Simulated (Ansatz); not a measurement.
**Loss of CH4: Ge(CH3)(OH) → GeO + CH4**

Species: Ge(CH3)(OH), singlet; GeO, singlet; CH4 (methane) `C`, singlet. 

Shapes, held fixed at every level: PBE0-D4/def2-TZVP. Flexible molecules stand in one conformer, not always the lowest. Programs: Ansatz 0.2.0. The zero-point and thermal change to 298 K, harmonic and unscaled (PBE0-D4/def2-TZVP), is -1.4 kJ/mol.

| level | kind | ΔH(298 K) (kJ/mol) | less CCSD(T)/def2-TZVPP | CPU time (sum over the molecules) |
| --- | --- | --- | --- | --- |
| HF/def2-SVP | Hartree–Fock | +48.6 | +29.8 | – |
| SPW92/def2-TZVPP | LDA | +55.7 | +36.9 | 3.9 s |
| PBE0-D4/def2-TZVPP | global hybrid | +43.7 | +24.9 | 7.9 s |
| wB97M-V/def2-TZVPP | range-separated hybrid | +35.3 | +16.5 | 26 s |
| wB97X-V/def2-TZVPP | range-separated hybrid | +36.0 | +17.2 | 18 s |
| CCSD(T)/def2-SVP | coupled cluster or CI | -9.5 | -28.3 | 14 s |
| CCSD/def2-TZVPP | coupled cluster or CI | +30.7 | +11.9 | – |
| CCSD(T)/def2-TZVPP | coupled cluster or CI | +18.8 | 0.0 | 8.8 s |

The highest level, CCSD(T)/def2-TZVPP, gives ΔH(298 K) = +18.8 kJ/mol; the levels span -9.5 to +55.7. They disagree on the sign: 7 of 8 are positive. The column of differences is taken from that level and isn't an error. No measured value is set beside it here. T1 is large for GeO, so single-reference values are less sure there. Relativity is left out for Ge unless named. Correlated rows may include outer-core shells of Ge, which these sets cover unevenly. Times are processor times on shared x86 and Arm servers, and rough.
